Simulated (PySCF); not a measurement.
C₃H₉NSi₂, SMILES N#CCC[SiH2][SiH3].

The structure is a stationary point at PBE-D3(BJ)/def2-SVP. The structure was generated by enumeration, and PubChem lists no compound with its InChIKey, so it may never have been made. One conformer was computed; it need not be the lowest.

These are PySCF 2.14.0 with PBE-D3(BJ)/def2-SVP values and carry that method's errors.

Frequencies are harmonic and unscaled.

```json
[
 {"mode": "1", "ν (cm⁻¹)": "25", "IR (km/mol)": "2.5", "moving atoms (share of kinetic energy)": "Si 38 %, N 36 %, C 14 %, H 13 %"},
 {"mode": "2", "ν (cm⁻¹)": "75", "IR (km/mol)": "2.0", "moving atoms (share of kinetic energy)": "H 71 %, N 12 %, Si 9 %, C 8 %"},
 {"mode": "3", "ν (cm⁻¹)": "104", "IR (km/mol)": "1.2", "moving atoms (share of kinetic energy)": "Si 36 %, N 24 %, H 22 %, C 18 %"},
 {"mode": "4", "ν (cm⁻¹)": "111", "IR (km/mol)": "3.2", "moving atoms (share of kinetic energy)": "H 47 %, Si 25 %, C 22 %"},
 {"mode": "5", "ν (cm⁻¹)": "197", "IR (km/mol)": "2.4", "moving atoms (share of kinetic energy)": "C 39 %, H 37 %, N 19 %"},
 {"mode": "6", "ν (cm⁻¹)": "263", "IR (km/mol)": "1.1", "moving atoms (share of kinetic energy)": "C 47 %, H 31 %, Si 16 %"},
 {"mode": "7", "ν (cm⁻¹)": "342", "IR (km/mol)": "11.5", "moving atoms (share of kinetic energy)": "H 91 %"},
 {"mode": "8", "ν (cm⁻¹)": "363", "IR (km/mol)": "0.3", "moving atoms (share of kinetic energy)": "C 54 %, H 28 %, N 17 %"},
 {"mode": "9", "ν (cm⁻¹)": "408", "IR (km/mol)": "1.7", "moving atoms (share of kinetic energy)": "Si 77 %, H 19 %"},
 {"mode": "10", "ν (cm⁻¹)": "471", "IR (km/mol)": "13.5", "moving atoms (share of kinetic energy)": "H 78 %, Si 16 %"},
 {"mode": "11", "ν (cm⁻¹)": "513", "IR (km/mol)": "0.5", "moving atoms (share of kinetic energy)": "H 49 %, C 35 %, Si 12 %"},
 {"mode": "12", "ν (cm⁻¹)": "555", "IR (km/mol)": "2.4", "moving atoms (share of kinetic energy)": "H 47 %, C 37 %, Si 13 %"},
 {"mode": "13", "ν (cm⁻¹)": "613", "IR (km/mol)": "2.5", "moving atoms (share of kinetic energy)": "C 43 %, H 34 %, Si 22 %"},
 {"mode": "14", "ν (cm⁻¹)": "646", "IR (km/mol)": "0.7", "moving atoms (share of kinetic energy)": "H 84 %, C 8 %"},
 {"mode": "15", "ν (cm⁻¹)": "733", "IR (km/mol)": "180.1", "moving atoms (share of kinetic energy)": "H 77 %, Si 15 %"},
 {"mode": "16", "ν (cm⁻¹)": "785", "IR (km/mol)": "87.8", "moving atoms (share of kinetic energy)": "H 58 %, C 32 %"},
 {"mode": "17", "ν (cm⁻¹)": "833", "IR (km/mol)": "118.1", "moving atoms (share of kinetic energy)": "H 86 %, Si 9 %"},
 {"mode": "18", "ν (cm⁻¹)": "884", "IR (km/mol)": "1.8", "moving atoms (share of kinetic energy)": "C 48 %, H 42 %, N 9 %"},
 {"mode": "19", "ν (cm⁻¹)": "890", "IR (km/mol)": "20.0", "moving atoms (share of kinetic energy)": "H 96 %"},
 {"mode": "20", "ν (cm⁻¹)": "900", "IR (km/mol)": "20.8", "moving atoms (share of kinetic energy)": "H 89 %"},
 {"mode": "21", "ν (cm⁻¹)": "907", "IR (km/mol)": "22.7", "moving atoms (share of kinetic energy)": "H 73 %, C 22 %"},
 {"mode": "22", "ν (cm⁻¹)": "911", "IR (km/mol)": "59.0", "moving atoms (share of kinetic energy)": "H 89 %"},
 {"mode": "23", "ν (cm⁻¹)": "1020", "IR (km/mol)": "1.7", "moving atoms (share of kinetic energy)": "C 55 %, H 39 %"},
 {"mode": "24", "ν (cm⁻¹)": "1110", "IR (km/mol)": "5.4", "moving atoms (share of kinetic energy)": "H 85 %, C 14 %"},
 {"mode": "25", "ν (cm⁻¹)": "1147", "IR (km/mol)": "2.9", "moving atoms (share of kinetic energy)": "H 66 %, C 33 %"},
 {"mode": "26", "ν (cm⁻¹)": "1238", "IR (km/mol)": "2.1", "moving atoms (share of kinetic energy)": "H 80 %, C 20 %"},
 {"mode": "27", "ν (cm⁻¹)": "1294", "IR (km/mol)": "2.4", "moving atoms (share of kinetic energy)": "H 65 %, C 34 %"},
 {"mode": "28", "ν (cm⁻¹)": "1376", "IR (km/mol)": "6.7", "moving atoms (share of kinetic energy)": "H 93 %"},
 {"mode": "29", "ν (cm⁻¹)": "1387", "IR (km/mol)": "12.3", "moving atoms (share of kinetic energy)": "H 92 %, C 8 %"},
 {"mode": "30", "ν (cm⁻¹)": "2144", "IR (km/mol)": "64.4", "moving atoms (share of kinetic energy)": "H 98 %"},
 {"mode": "31", "ν (cm⁻¹)": "2152", "IR (km/mol)": "29.5", "moving atoms (share of kinetic energy)": "H 97 %"},
 {"mode": "32", "ν (cm⁻¹)": "2157", "IR (km/mol)": "53.0", "moving atoms (share of kinetic energy)": "H 96 %"},
 {"mode": "33", "ν (cm⁻¹)": "2169", "IR (km/mol)": "100.7", "moving atoms (share of kinetic energy)": "H 96 %"},
 {"mode": "34", "ν (cm⁻¹)": "2171", "IR (km/mol)": "94.6", "moving atoms (share of kinetic energy)": "H 96 %"},
 {"mode": "35", "ν (cm⁻¹)": "2295", "IR (km/mol)": "6.6", "moving atoms (share of kinetic energy)": "C 62 %, N 38 %"},
 {"mode": "36", "ν (cm⁻¹)": "2970", "IR (km/mol)": "6.0", "moving atoms (share of kinetic energy)": "H 95 %"},
 {"mode": "37", "ν (cm⁻¹)": "2989", "IR (km/mol)": "5.4", "moving atoms (share of kinetic energy)": "H 94 %"},
 {"mode": "38", "ν (cm⁻¹)": "3017", "IR (km/mol)": "2.4", "moving atoms (share of kinetic energy)": "H 91 %, C 9 %"},
 {"mode": "39", "ν (cm⁻¹)": "3049", "IR (km/mol)": "1.8", "moving atoms (share of kinetic energy)": "H 91 %, C 9 %"}
]
```
